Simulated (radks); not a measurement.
Results of a calculation; reference values are marked as such.
Coulomb parameter of the 5d shell of neutral mercury in the model configuration [Xe] 4f14 5d8.5 6s2 6p1.5, as a second difference U = [E(n + 0.5) + E(n - 0.5) - 2 E(n)] / (0.5)^2 with all orbitals relaxed. "Bare": the charge of the atom changes with n. "Screened": the 6p shell takes up the change at fixed total charge, which measures U(5d,5d) + U(6p,6p) - 2 U(5d,6p). Level of theory: scalar-relativistic Kohn-Sham, PBE, spin-unpolarised, spherical densities, point nucleus (a radial shooting solver on a logarithmic mesh with Libxc functionals).

| case | configuration | E - E(n) (eV) |
|---|---|---|
| start | [Xe] 4f14 5d8.5 6s2 6p1.5 | 0.000 |
| bare +0.5 | [Xe] 4f14 5d9 6s2 6p1.5 | -6.954 |
| bare -0.5 | [Xe] 4f14 5d8 6s2 6p1.5 | 9.555 |
| screened +0.5 | [Xe] 4f14 5d9 6s2 6p1 | -6.341 |
| screened -0.5 | [Xe] 4f14 5d8 6s2 6p2 | 7.094 |

U(bare) = 10.403 eV, U(screened by 6p) = 3.012 eV, against the Slater integral F0(5d,5d) = 17.380 eV with frozen orbitals. The step up makes a negative ion, whose loosely bound charge lowers the bare value.
